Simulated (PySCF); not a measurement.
**Molecular orbitals of GeCl⁺**

B97-3 at R = 2.067 Å; PySCF, no relativity, basis sets Ge def2-TZVPPD, Cl def2-TZVPPD. State: ¹Σ⁺ (singlet), closed shell. Only the outer orbitals are listed, counted within each symmetry.

```
orbital  occ.  ε (eV)  on Ge (%)            main shells (%)
    10σ     2  -30.14          9                    89 Cl s
    11σ     2  -21.00         61   60 Ge s, 29 Cl p, 9 Cl s
     5π     2  -16.39         11            89 Cl p, 8 Ge p
     5π     2  -16.39         11            89 Cl p, 8 Ge p
    12σ     2  -16.06         57  44 Cl p, 32 Ge s, 24 Ge p
     6π     0   -9.32         90                    90 Ge p
     6π     0   -9.32         90                    90 Ge p
    13σ     0   -5.72         75  58 Ge p, 15 Cl p, 14 Ge d
```

Q: Which are the highest filled and the lowest empty level, where do they sit, and how wide is the gap?

A: Highest filled 12σ at -16.06 eV (in %: 44 Cl p, 32 Ge s, 24 Ge p); lowest empty 6π at -9.32 eV (in %: 90 Ge p); the gap at B97-3 is 6.74 eV.

```
bond order (Mayer)                                                                                                 : 1.42
⟨S²⟩                                                                                                               : 0.000
charge on Ge (Mulliken, basis-dependent)                                                                           : 1.04
charge on Ge (Löwdin, basis-dependent)                                                                             : 0.86
dipole moment (positive dipole points towards Cl; it is taken about the centre of mass and depends on that origin) : -2.04 D
```
